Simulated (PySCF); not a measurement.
Species: C2H14OSi4.
SMILES: `CCO[Si@@H]([SiH3])[SiH2][SiH3]`

A linear-response calculation (PySCF, def2-SVPD basis, gas phase, vertical, core orbitals frozen in the response) gave these numbers; the functional is withheld.

Orbital energies (eV): HOMO-3 -10.40, HOMO-2 -9.90, HOMO-1 -9.30, HOMO -8.59, LUMO 0.34, LUMO+1 0.94, LUMO+2 1.02.

| state | E (eV) | f | main configurations (H = HOMO, L = LUMO) |
| --- | --- | --- | --- |
| S1 | 5.74 | 0.096 | H→L (87%) |
| S2 | 6.42 | 0.0069 | H-1→L (64%), H→L+1 (10%) |
| S3 | 6.45 | 0.175 | H→L+1 (46%), H-1→L (17%), H→L+3 (9%) |
| S4 | 6.77 | 0.103 | H→L+2 (61%), H→L+3 (17%) |
| S5 | 6.92 | 0.044 | H→L+3 (51%), H→L+2 (19%), H→L+1 (16%) |
| S6 | 7.22 | 0.029 | H→L+5 (29%), H→L+6 (15%), H-1→L+2 (15%) |

Triplets (Tamm–Dancoff): T1 5.10 eV, H→L (89%); T2 5.79 eV, H→L+1 (42%), H-1→L (16%), H→L+4 (10%); T3 5.88 eV, H-1→L (55%), H→L+1 (9%); T4 6.12 eV, H→L+2 (54%).

Vertical ionisation energy by ΔSCF with the same functional: 9.10 eV. Mean static polarisability: 150.4 au.

Question: Which of these was used?
A. HF
B. CAM-B3LYP
C. PBE0
D. PBE

Answer: B. CAM-B3LYP is range-separated, 19% exact exchange at short range and 65% at long range (ω = 0.33 bohr⁻¹). In this run −ε(HOMO) = 8.59 eV differs from the ΔSCF value by -0.52 eV, and S1 differs from the orbital gap of 8.93 eV by -3.19 eV. The ratio −ε(HOMO)/IP is 0.94. Small neutral molecules mostly give 0.85 to 0.93 with CAM-B3LYP, 0.5 to 0.7 with PBE, 0.7 to 0.83 with PBE0; with Hartree–Fock the ratio is 1 or more (Koopmans' value less the relaxation energy is the ΔSCF value).

Method used: TDDFT CAM-B3LYP/def2-SVPD, vertical, gas phase, core orbitals frozen in the response in PySCF 2.14.0, density-fitted response routines. The structure is a single PBE0-D3(BJ)/def2-SVP conformer in the gas phase; no vibrational or solvent corrections.

Hardware: an Arm Neoverse N1 with one thread, shared host. Cost: 9.0 min wall.

Conformer computed: `[CH3:1][CH2:2][O:3][Si@@H:4]([SiH3:5])[SiH2:6][SiH3:7]`: C1–C2–O3–Si4 173°, C2–O3–Si4–Si5 61°, O3–Si4–Si6–Si7 20°.
